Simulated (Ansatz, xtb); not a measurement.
# C7H4ClF: 4 structures ranked

4 gas-phase structures of C7H4ClF, from a drawn sample of its isomers (lower ones may exist). Each was relaxed with GFN2-xTB:

A. `C#C/C(F)=C(/C#C)CCl`, a singlet
B. `C#C/C=C(\Cl)C#CCF`, a singlet
C. `C#CC1(C#C)[C@@H](F)[C@@H]1Cl`, a singlet
D. `FC1=C(Cl)C=CC2=C1C2`, a singlet

Q: Make a reasoned guess at their ranking by r2SCAN-D4/def2-SVP single-point energy.

A: Calculated order at r2SCAN-D4/def2-SVP: D (0.0), A (208.7), B (211.3), C (280.9) kJ/mol. Less than 1 kcal/mol parts A and B, so the order within that pair means little.

Energies above the lowest of each column, in kJ/mol; the last columns are at PBE-D3(BJ)/def2-SVP geometries and were run for some of them only (a dash: not run or not comparable):

```
structure  GFN2-xTB  HF/STO-3G  r2SCAN-D4/def2-SVP  PBE-D3(BJ)/def2-SVP  CCSD(T)/def2-SVP + ΔMP2/def2-TZVPP
        D       0.0        0.0                 0.0                  0.0                                 0.0
        A     185.1      194.1               208.7                210.6                               140.2
        B     156.8      212.5               211.3                211.0                               143.7
        C     202.1      232.7               280.9                    –                                   –
```

Every level run on D puts it lowest or level with the lowest. Flexible structures stand in one conformer each, not always the lowest. Frequencies (GFN2-xTB) were run for A, B, D alone. ΔMP2 is the change of the MP2 energy from the smaller to the larger basis.

Over these structures GFN2-xTB departs from r2SCAN-D4/def2-SVP by 27.4 kJ/mol on average once a common shift is removed. A GFN2-xTB relaxation took about 0.3 s and the r2SCAN-D4/def2-SVP energy about 5.6 s on a shared host (Ansatz 0.2.0, xtb 6.7.1).
